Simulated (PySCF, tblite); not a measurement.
Parent: `[CH2:1]=[CH:2][P@:3](=[O:4])([OH:5])[CH2:6][CH2:7][CH2:8][CH3:9]` with C1–C2–P3–O4 -5°, C2–P3–O5–H 113°, C2–P3–C6–C7 179°, P3–C6–C7–C8 178°, C6–C7–C8–C9 178°, C6H13O2P.

The geometries are computed with GFN2-xTB (gas phase). One conformer each, not checked by frequencies here.

```json
{"coordinate of the parent": "C1=C2", "value": "1.320 Å"}
{"coordinate of the parent": "C2–P3", "value": "1.818 Å"}
{"coordinate of the parent": "P3=O4", "value": "1.468 Å"}
{"coordinate of the parent": "P3–O5", "value": "1.621 Å"}
{"coordinate of the parent": "P3–C6", "value": "1.836 Å"}
{"coordinate of the parent": "C6–C7", "value": "1.522 Å"}
{"coordinate of the parent": "C7–C8", "value": "1.527 Å"}
{"coordinate of the parent": "C8–C9", "value": "1.524 Å"}
{"coordinate of the parent": "C1–C2–P3", "value": "119.5°"}
{"coordinate of the parent": "C2–P3–O4", "value": "115.3°"}
{"coordinate of the parent": "C2–P3–O5", "value": "103.5°"}
{"coordinate of the parent": "C2–P3–C6", "value": "106.4°"}
{"coordinate of the parent": "O4–P3–O5", "value": "111.3°"}
{"coordinate of the parent": "O4–P3–C6", "value": "116.3°"}
{"coordinate of the parent": "O5–P3–C6", "value": "102.5°"}
{"coordinate of the parent": "P3–C6–C7", "value": "108.6°"}
{"coordinate of the parent": "C6–C7–C8", "value": "112.5°"}
{"coordinate of the parent": "C7–C8–C9", "value": "111.6°"}
```

How does the shared frame change in `[CH2:1]=[CH:2][P@@:3](=[O:4])([OH:5])[CH:6]([CH3:7])[CH3:8]` with C1–C2–P3–O4 6°, C2–P3–O5–H -115°, C2–P3–C6–C7 64°, C5H11O2P? Atoms pair as C1 = C1, C2 = C2, P3 = P3, O4 = O4, O5 = O5, C6 = C6, C7 = C8 (parent first).

| parent | relative | value in the relative | change |
| --- | --- | --- | --- |
| C1=C2 | C1=C2 | 1.320 Å | 0.000 |
| C2–P3 | C2–P3 | 1.819 Å | +0.001 |
| P3=O4 | P3=O4 | 1.467 Å | -0.001 |
| P3–O5 | P3–O5 | 1.621 Å | 0.000 |
| P3–C6 | P3–C6 | 1.846 Å | +0.010 |
| C6–C7 | C6–C8 | 1.520 Å | -0.002 |
| C1–C2–P3 | C1–C2–P3 | 119.5° | 0.0 |
| C2–P3–O4 | C2–P3–O4 | 115.1° | -0.2 |
| C2–P3–O5 | C2–P3–O5 | 103.3° | -0.2 |
| C2–P3–C6 | C2–P3–C6 | 106.6° | +0.2 |
| O4–P3–O5 | O4–P3–O5 | 111.4° | +0.1 |
| O4–P3–C6 | O4–P3–C6 | 116.0° | -0.3 |
| O5–P3–C6 | O5–P3–C6 | 103.0° | +0.5 |
| P3–C6–C7 | P3–C6–C8 | 107.6° | -1.0 |

Of the parent's bonds, P3–C6 changes most (+0.010 Å). Bonds of the relative outside the shared frame: C6–C7 1.520 Å. Point group C1 → C1.

How does the shared frame change in `[CH2:1]=[CH:2][P@@:3](=[O:4])([OH:5])[CH2:6][SiH3:7]` with C1–C2–P3–O4 5°, C2–P3–O5–H -107°, C2–P3–C6–Si7 67°, C3H9O2PSi? Atoms pair as C1 = C1, C2 = C2, P3 = P3, O4 = O4, O5 = O5, C6 = C6 (parent first).

| parent | relative | value in the relative | change |
| --- | --- | --- | --- |
| C1=C2 | C1=C2 | 1.319 Å | -0.001 |
| C2–P3 | C2–P3 | 1.817 Å | -0.001 |
| P3=O4 | P3=O4 | 1.468 Å | 0.000 |
| P3–O5 | P3–O5 | 1.624 Å | +0.003 |
| P3–C6 | P3–C6 | 1.814 Å | -0.022 |
| C1–C2–P3 | C1–C2–P3 | 119.4° | -0.1 |
| C2–P3–O4 | C2–P3–O4 | 114.7° | -0.6 |
| C2–P3–O5 | C2–P3–O5 | 103.2° | -0.3 |
| C2–P3–C6 | C2–P3–C6 | 106.8° | +0.4 |
| O4–P3–O5 | O4–P3–O5 | 111.3° | 0.0 |
| O4–P3–C6 | O4–P3–C6 | 116.4° | +0.1 |
| O5–P3–C6 | O5–P3–C6 | 102.9° | +0.4 |

Of the parent's bonds, P3–C6 changes most (-0.022 Å). Bonds of the relative outside the shared frame: C6–Si7 1.897 Å. Point group C1 → C1.

How does the shared frame change in `[CH2:1]=[CH:2][CH2:3][P@@:4](=[O:5])([OH:6])[CH:7]=[CH2:8]` with C1–C2–C3–P4 -111°, C2–C3–P4–O5 -50°, C3–P4–O6–H -129°, C3–P4–C7–C8 123°, C5H9O2P? Atoms pair as C1 = C8, C2 = C7, P3 = P4, O4 = O5, O5 = O6, C6 = C3, C7 = C2, C8 = C1 (parent first).

```
  parent  relative  value in the relative  change
   C1=C2     C8=C7                1.320 Å   0.000
   C2–P3     C7–P4                1.816 Å  -0.002
   P3=O4     P4=O5                1.467 Å  -0.001
   P3–O5     P4–O6                1.617 Å  -0.004
   P3–C6     P4–C3                1.845 Å  +0.009
   C6–C7     C3–C2                1.488 Å  -0.034
   C7–C8     C2=C1                1.320 Å  -0.207
C1–C2–P3  C8–C7–P4                 119.3°    -0.2
C2–P3–O4  C7–P4–O5                 115.5°    +0.2
C2–P3–O5  C7–P4–O6                 103.6°    +0.1
C2–P3–C6  C7–P4–C3                 105.9°    -0.5
O4–P3–O5  O5–P4–O6                 111.6°    +0.3
O4–P3–C6  O5–P4–C3                 116.2°    -0.1
O5–P3–C6  O6–P4–C3                 102.5°     0.0
P3–C6–C7  P4–C3–C2                 106.6°    -2.0
C6–C7–C8  C3–C2–C1                 124.1°   +11.6
```

Of the parent's bonds, C7–C8 changes most (-0.207 Å). Point group C1 → C1.
